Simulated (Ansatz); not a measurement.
Consider the ligand exchange at the Si–Se bond: `B[Se][SiH2][SiH3]` + `[CH3][AlH][OH]` → `[CH3][AlH][O][SiH2][SiH3]` + `B[SeH]`.

Isolated molecules relaxed with PBE0-D4/def2-TZVP in Ansatz; ΔE leaves out vibrations. CCSD(T)/CBS is the MP2 limit (def2-TZVPP, def2-QZVPP) plus CCSD(T) − MP2 in def2-TZVPP, frozen cores. DFT in def2-TZVPP. B3LYP here is the variant with VWN-RPA as its local correlation; programs differ in this. For Se outer-core shells are correlated without core-valence functions, which leaves a few kJ/mol of doubt a bond. Scalar relativity is left out up to krypton. Each species was taken in one conformer, which may not be the lowest.

`B[Se][SiH2][SiH3]`:

Cartesian coordinates in Å:
```
B -1.745 0.770 1.412
Se -2.042 -0.608 0.128
Si -0.265 -0.140 -1.262
Si 1.728 -0.582 -0.125
H -0.834 1.531 1.299
H -2.515 0.828 2.319
H -0.417 -1.027 -2.445
H -0.359 1.274 -1.707
H 1.778 0.237 1.114
H 1.764 -2.022 0.239
H 2.909 -0.261 -0.972
```

`[CH3][AlH][OH]`:

Z-matrix (Å, degrees):
```
C
Al 1 1.941
H 1 1.092 2 111.9
H 1 1.095 2 111.0 3 120.7
H 1 1.095 2 111.2 3 -121.1
O 2 1.701 1 117.6 3 -3.3
H 2 1.589 1 124.2 3 176.8
H 6 0.956 2 122.5 1 -179.8
```

`[CH3][AlH][O][SiH2][SiH3]`:

Z-matrix (Å, degrees):
```
C
Al 1 1.943
H 1 1.095 2 111.0
H 1 1.093 2 112.5 3 120.9
H 1 1.095 2 111.0 3 -118.2
O 2 1.694 1 118.5 3 59.0
H 2 1.581 1 125.5 3 -121.0
Si 6 1.628 2 154.9 1 0.2
Si 8 2.349 6 111.2 2 0.9
H 8 1.491 6 109.8 2 121.8
H 8 1.491 6 109.8 2 -120.1
H 9 1.490 8 110.8 6 59.7
H 9 1.490 8 110.8 6 179.9
H 9 1.490 8 110.8 6 -59.9
```

`B[SeH]`:

Z-matrix (Å, degrees):
```
B
Se 1 1.899
H 1 1.189 2 121.0
H 1 1.191 2 115.7 3 180.0
H 2 1.470 1 97.7 3 0.0
```

```csv
level,ΔE (kJ/mol),difference from CCSD(T)/CBS
B3LYP-D4,-48.2,-7.3
ωB97X-V,-46.4,-5.5
PBE0,-35.3,5.6
SCS-MP2/def2-TZVPP,-47.3,-6.4
CCSD/def2-TZVPP,-49.3,-8.4
CCSD(T)/def2-TZVPP,-45.7,-4.8
HF/def2-QZVPP,-67.0,-26.1
MP2/def2-QZVPP,-37.7,3.2
SCS-MP2/def2-QZVPP,-45.4,-4.5
CCSD/CBS(def2),-44.6,-3.7
CCSD(T)/CBS,-40.9,0
```

Largest T1 diagnostic among the species: 0.014.

In def2-TZVPP, CCSD(T) changes the Hartree–Fock value by +19.2 kJ/mol (the triples alone add +3.6 kJ/mol) and MP2 by +25.3 kJ/mol. From PBE to PBE0 (25 % exact exchange), in def2-TZVPP and without D4, ΔE moves by −3.8 kJ/mol.
